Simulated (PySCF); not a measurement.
GaCl3, SMILES [Cl][Ga]([Cl])[Cl].

Geometry: B3LYP-D3(BJ)/def2-SVP. The isomer is the one that the SMILES or the coordinates give; other isomers of the formula were not compared.

Computed with PBE/def2-TZVPD run with PySCF.

Isolated molecule, no solvent.

Computed frontier levels, gap, dipole moment and polarisability:
```
Item                                                                                                           Result
---------------------------------------------------------------------------------------------  ----------------------
highest occupied level                                                                                       -8.08 eV
lowest empty level                                                                                           -3.22 eV
orbital gap                                                                                                   4.86 eV
dipole moment                                                                                                  0.00 D
quadrupole, principal values (traceless, Buckingham form, about the centre of nuclear charge)  -2.54, -2.54, 5.09 D·Å
mean static polarisability                                                                      72.7 bohr³ (10.77 Å³)
polarisability, principal values                                                               53.0, 82.6, 82.6 bohr³
```
